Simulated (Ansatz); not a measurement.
Compare A (`CN[SiH2]Cl`) with its isomer B (`C[SiH](N)Cl`).

Gas-phase electronic energies from Ansatz, PBE0-D4/def2-TZVP geometries. CCSD(T)/CBS is the MP2 limit (def2-TZVPP, def2-QZVPP) plus CCSD(T) − MP2 in def2-TZVPP, frozen cores. Functionals use def2-TZVPP. B3LYP here is the variant with VWN-RPA as its local correlation; programs differ in this. Each species was taken in one conformer, which may not be the lowest.

A:

Z-matrix (Å, degrees):
```
C
N 1 1.450
H 1 1.096 2 113.1
H 1 1.093 2 110.8 3 -122.0
H 1 1.093 2 109.4 3 119.9
Si 2 1.697 1 123.8 3 -88.7
H 2 1.008 1 113.6 3 65.8
Cl 6 2.075 2 114.8 1 68.9
H 6 1.479 2 108.8 1 -48.4
H 6 1.479 2 108.1 1 -172.4
```

B:

Z-matrix (Å, degrees):
```
C
Si 1 1.853
H 1 1.092 2 110.6
H 1 1.092 2 110.4 3 120.5
H 1 1.093 2 110.6 3 -119.3
N 2 1.706 1 110.0 3 179.0
Cl 2 2.081 1 106.9 3 55.1
H 2 1.480 1 113.9 3 -60.4
H 6 1.008 2 119.7 1 169.1
H 6 1.008 2 120.0 1 -47.8
```

(1) Which is lower in electronic energy at CCSD(T)/CBS, and by how much? (Estimate.)

(2) Give E(B) − E(A) in kcal/mol with PBE0-D4, MP2/def2-TZVPP, B3LYP, r2SCAN-D4, CCSD(T)/def2-TZVPP, LDA (SPW92), BLYP-D4. (Best estimate.)

(3) Does the order hold for the free energy at 298.15 K (harmonic terms from PBE0-D4)? (An estimate is asked.)

Largest T1 diagnostic: 0.010.

## Answers

(1) The calculation gave: B, by 21.6 kcal/mol.

(2) The calculation gave: PBE0-D4 -21.3, MP2/def2-TZVPP -22.0, B3LYP -20.2, r2SCAN-D4 -22.3, CCSD(T)/def2-TZVPP -20.9, LDA (SPW92) -20.9, BLYP-D4 -20.1. None reverses the order clearly.

(3) Computed: Yes: G(B) − G(A) = -21.4 kcal/mol, for one conformer each.

At CCSD(T), def2-SVP lies +4.9 kcal/mol from the extrapolated value and def2-TZVPP +0.6 kcal/mol. Leaving LDA and LC-ωPBE aside and taking each functional with its dispersion term where it has one, the values, not all of them listed here, spread over 2.6 kcal/mol, from B97M-V to BLYP-D4.
